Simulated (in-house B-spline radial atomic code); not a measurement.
Results of a calculation; reference values are marked as such.
Correlation energy from the adiabatic connection: −V exp(−r²/w²), V = 2.66, w = 4.11

Two electrons in a singlet, external potential −V exp(−r²/w²), V = 2.66, w = 4.11 (atomic units). Full CI in B-splines (partial waves to l = 8, correlation up to 0.6 % small) with the density held fixed gives W(λ) = <V_ee>_λ − U, and E_c is the integral of W(λ) − W(0) from 0 to 1.

```csv
λ,W(λ) − W(0) (hartree)
0,0.00000
0.02,-0.00196
0.05,-0.00484
0.12,-0.01125
0.25,-0.02211
0.4,-0.03319
0.6,-0.04592
0.8,-0.05675
1,-0.06605
```

(1) Integrate the table by the trapezoid rule.

(2) Now use only three numbers: W(0) = -0.50263, the initial slope W'(0) = -0.09903 (extrapolated from the first points) and the strong-coupling limit of the point-charge-plus-continuum model, W∞ = -0.69094. What do second-order theory and the interpolation W(λ) = W∞ + (W(0) − W∞)/√(1 + 2χλ) of Seidl, Perdew and Levy give?

Results:

(1) The strips give -0.00002, -0.00010, -0.00056, -0.00217, -0.00415, -0.00791, -0.01027, -0.01228, which sum to -0.03746 hartree. The direct value, W(1) − W(0) + T_c with T_c = 0.02848, is -0.03758; the curve is convex, so chords lie above it and the trapezoids fall short in size by 0.32 %.

(2) Second order keeps the slope alone: E_c = W'(0)/2 = -0.04952, +32 % in size against -0.03758. Matching the slope fixes χ = W'(0)/(W∞ − W(0)) = -0.09903/(-0.18831) = 0.52589. Integrating, with s = √(1 + 2χ) = 1.432402, E_c = −(W(0) − W∞)(s − 1)/(s + 1) = −0.18831 × 0.432402/2.432402 = -0.03348 hartree, -10.9 % in size against the full result. At λ = 1 the formula gives W − W(0) = -0.05685 against -0.06605. Part of the miss can come from the model's W∞.
